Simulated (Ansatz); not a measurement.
Geometry optimisation, RHF/def2-SVP (Ansatz).

Input file:

```yaml
crystal:
  periodic: [false, false, false]
  atoms:
    - { symbol: W, position_ang: [-0.260302, 0.123075, -0.451102] }
    - { symbol: H, position_ang: [0.803376, -0.105299, 2.257843] }
    - { symbol: H, position_ang: [1.281033, 0.364107, 2.015913] }
    - { symbol: F, position_ang: [1.147376, 1.289757, -0.664303] }
    - { symbol: F, position_ang: [-1.704615, -0.453017, 0.53405] }
    - { symbol: H, position_ang: [0.470399, -1.336562, -0.828072] }
    - { symbol: H, position_ang: [-0.967567, 0.247938, -1.964629] }
basis:
  gaussian: { orbitals: def2-SVP }
hamiltonian:
  xc: hf
relax:
  f_tol: 0.03
  max_steps: 50
```

Run as:

```bash
$ ansatz run input.yaml --threads 1 --pin off --max-ram 2048MiB --backend cpu --events-out ev --progress --plain --runs-dir out
```

**Question.** Where does it end, and by what steps?

**Answer.** It converged. The force dipped under the threshold on the way, but the program's further checks kept it going. After 17 steps the energy has fallen by 0.070 eV; H2 moved furthest, 0.61 Å.

```tsv
step	energy less start (eV)	largest force component (eV/Å)	accepted
0	0.0000	1.058	yes
1	-0.0229	0.288	yes
2	0.0159	1.218	no
3	-0.0318	0.022	yes
4	-0.0324	0.078	yes
5	-0.0328	0.039	yes
6	-0.0362	0.123	yes
7	-0.0376	0.178	yes
8	-0.0395	0.146	yes
9	-0.0525	0.101	yes
10	-0.0548	0.097	yes
11	0.2734	2.895	no
12	-0.0642	0.066	yes
13	-0.0673	0.049	yes
14	-0.0416	0.591	no
15	-0.0674	0.118	yes
16	-0.0694	0.037	yes
17	-0.0696	0.025	yes
```

```xyz
7
Properties=species:S:1:pos:R:3
W -0.157 0.148 -0.290
H 0.993 -0.268 1.706
H 0.708 0.412 1.879
F 1.244 1.286 -0.655
F -1.640 -0.346 0.683
H 0.531 -1.343 -0.627
H -0.909 0.241 -1.796
```

Whether the end is a true minimum wasn't checked by a vibrational analysis.

The run took 28 s on 1 thread of Arm Neoverse V2, on a shared host, peak memory 0.14 GiB.
